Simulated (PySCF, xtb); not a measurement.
# Relaxing a trial structure of C2H3B2F

The starting geometry of this gas-phase singlet was built from a drawn formula by distance geometry; its bonds are those of `B=CB=CF`.

```xyz
8

C    -1.4865    1.7088    1.0035
C    -0.5731    1.5766   -1.6160
B    -1.3305    0.5566    1.9361
B    -0.8488    1.8845   -0.2636
F    -0.8912    0.4753   -2.4142
H    -0.6278   -0.5036    2.0431
H    -2.2311    2.3450    1.5388
H     0.0573    2.3139   -2.1170
```

Where would you expect an optimisation with r2SCAN-D4/def2-SVP to take it?

New bonds form, giving a structure given below by its coordinates. Contacts that close: C2–B3 (3.77 → 1.70 Å), B3–B4 (2.61 → 1.69 Å).

The energy falls by 3.41 eV over 29 steps:

| step | E − E(last) (eV) |
| --- | --- |
| 1 | 3.407 |
| 4 | 1.484 |
| 7 | 0.892 |
| 10 | 0.743 |
| 13 | 0.559 |
| 17 | 0.046 |
| 20 | 0.003 |
| 23 | 0.001 |
| 26 | 0.000 |
| 29 | 0.000 |

Final geometry (Å):

```xyz
8

C    -1.8318    2.0464    1.3563
C    -0.5533    1.5442   -0.7662
B    -0.8645    1.0358    0.8229
B    -1.5100    2.3807    0.0215
F    -1.0102    0.6723   -1.7169
H    -0.3370    0.0492    1.2541
H    -2.3589    2.2686    2.2764
H     0.4832    1.8389   -0.9788
```

From the same start GFN2-xTB ends elsewhere, differing in C2–B3 (2.85 against 1.70 Å here).

The end wasn't checked by frequencies. Run with PySCF 2.14.0, 4.4 min on 2 threads of Arm Neoverse V1 (shared host).
